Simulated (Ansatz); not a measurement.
Computed with Ansatz on PBE0-D4/def2-TZVP structures; ΔE is electronic, products minus reactants. CCSD(T)/CBS is the MP2 limit (def2-TZVPP, def2-QZVPP) plus CCSD(T) − MP2 in def2-TZVPP, frozen cores. Functionals use def2-TZVPP. B3LYP here is the variant with VWN-RPA as its local correlation; programs differ in this. Elements past krypton have def2 core potentials. For Ge, In outer-core shells are correlated without core-valence functions, which leaves a few kJ/mol of doubt a bond. Scalar relativity is left out up to krypton. Each species was taken in one conformer, which may not be the lowest.

`[GeH3][SiH]1CS1` + `[OH][InH][F]` → `[F][InH][GeH3]` + `O[SiH]1CS1`  (redistribution)

Problem. Is it downhill or uphill in electronic energy at CCSD(T)/CBS, and by how much? (Estimate.)

Solution. Computed: Downhill: ΔE = -25.0 kcal/mol.

Problem. What do these levels give: B3LYP-D4, r2SCAN, PBE0, MP2/def2-TZVPP, MP2/def2-QZVPP, CCSD/CBS(def2)? (An estimate is asked.)

Solution. Computed: B3LYP-D4 -26.8, r2SCAN -26.1, PBE0 -26.2, MP2/def2-TZVPP -25.6, MP2/def2-QZVPP -25.5, CCSD/CBS(def2) -26.3 kcal/mol.

Largest T1 diagnostic among the species: 0.017.

In def2-TZVPP, CCSD(T) changes the Hartree–Fock value by +5.6 kcal/mol (the triples alone add +1.2 kcal/mol) and MP2 by +5.2 kcal/mol. The D4 term adds +0.9 kcal/mol with B3LYP and +0.5 kcal/mol with PBE0; it sums over pairs of atoms, weighted by their polarisabilities, and B3LYP, whose exchange is more repulsive, gets the larger term. From PBE to PBE0 (25 % exact exchange), in def2-TZVPP and without D4, ΔE moves by −2.0 kcal/mol.
